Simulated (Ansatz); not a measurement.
Molecule: CH₆BO₂ (charge +1, singlet). It need not be the lowest isomer of its formula. 
Coordinates optimised at B3LYP-D3(BJ)/def2-TZVP (Ansatz, a first-principles code):
SMILES: CB(O)[OH2+]
```xyz
10

C      1.4544    -0.5215    -0.2344
B      0.0903     0.1223     0.0614
O     -0.3485     1.2416     0.6048
O     -1.1232    -0.6699    -0.3460
H      1.5591    -1.4856     0.2736
H      1.5828    -0.7098    -1.3052
H      2.2778     0.1140     0.0901
H      0.2883     1.8890     0.9324
H     -2.0206    -0.3226    -0.1888
H     -1.0918    -1.5410    -0.7735
```
Charge +1, spin multiplicity 1.

Basis-set convergence of Hartree-Fock and CCSD correlation energies (hartree) with Ansatz. Cores are frozen in the correlated levels unless marked. No spin-orbit coupling. Non-relativistic.

```json
[
 {"basis": "cc-pVDZ", "functions": "86", "E(HF)": "-215.63633", "E(corr, CCSD)": "-0.63412"},
 {"basis": "cc-pVTZ", "functions": "204", "E(HF)": "-215.70870", "E(corr, CCSD)": "-0.77869"},
 {"basis": "cc-pVQZ", "functions": "400", "E(HF)": "-215.72465", "E(corr, CCSD)": "-0.82619"}
]
```

Extrapolating the two largest sets (X = 3 and 4) as X^-3: E(corr) = (64·(-0.82619) - 27·(-0.77869))/37 = -0.8609 Eh, an estimate of the basis-set limit. The largest set recovers 96.0 % of it, the smallest 73.7 %.
